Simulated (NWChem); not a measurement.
# CF cation, singlet

All runs: NWChem. Low-valent species are run as closed-shell singlets; no triplet was tried in these runs. All runs use the structure optimised with B3LYP/6-31G* (spherical d). Core excitations by TDA in a window of 1s orbitals, non-relativistic and unshifted: absolute energies depend strongly on the exact-exchange share.

For level F K edge, PBE0/cc-pVTZ:

```
Item                                      Result
----------------------------------------  ------
first 1s excitation (eV)                   673.5
dipole oscillator strength of the first   0.0218
first state with f > 0.002 (eV)            673.5
dipole oscillator strength of that state  0.0218
```

How do the values read with level C K edge, PBE0/def2-TZVP instead?


| Property | Value |
|---|---|
| first 1s excitation (eV) | 278.3 |
| dipole oscillator strength of the first | 0.0992 |
| first state with f > 0.002 (eV) | 278.3 |
| dipole oscillator strength of that state | 0.0992 |
